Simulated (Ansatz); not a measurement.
Ansatz (a first-principles code) input (RPA@PBE/cc-pV(Q+d)Z):
A basis named .json is the Basis Set Exchange file of that set.

Ansatz 0.2 input:
```yaml
crystal:
  periodic: [false, false, false]
  atoms:
    - {symbol: Si, position_ang: [-0.00789627, -0.00196085, -0.00193559]}
    - {symbol: F, position_ang: [-0.45682632, -1.01872183, -1.13076924]}
    - {symbol: F, position_ang: [-0.66596914, -0.52983103, 1.33395753]}
    - {symbol: F, position_ang: [-0.63343346, 1.39171069, -0.40516989]}
    - {symbol: N, position_ang: [1.64534982, 0.16650794, 0.21106221]}
    - {symbol: H, position_ang: [2.19308874, -0.49234759, 0.73821720]}
    - {symbol: H, position_ang: [2.20607038, 0.76582368, -0.37072016]}
basis:
  gaussian:
    orbitals: cc-pV_Q+d_Z.json
hamiltonian:
  xc: pbe
magnetization: {spin_polarized: false}
correlation: {method: rpa, electrons: outside_noble_gas}
```

End of the output:

```
integrals: 1.45 GiB planned
2096 factors; integrals over basis functions are off by at most 5.5e-4 eV
mean field: 2.85 GiB planned
mean field evaluation 1: about -17537.0689 eV, gradient 8.9e1 eV
mean field evaluation 2: about -17537.0716 eV, gradient 8.9e1 eV
mean field evaluation 4: about -17549.0168 eV, gradient 1.0e1 eV
mean field evaluation 8: about -17549.2411 eV, gradient 3.1e-1 eV
mean field evaluation 16: about -17549.2409 eV, gradient 3.2e-5 eV
mean field -17549.24090264 eV, -644.9227078694 hartree, gradient 8.0e-6 eV, S^2 0.000000; 0 other end points of the search recorded, 0 dependent functions left out
9 core orbitals not correlated
reference -17504.07514134 eV, -643.2628967559 hartree; 16, 16 occupied and 319, 319 virtual orbitals, 2096 factors
Total energy: -17552.85642714 eV, -645.0555759440 hartree
```
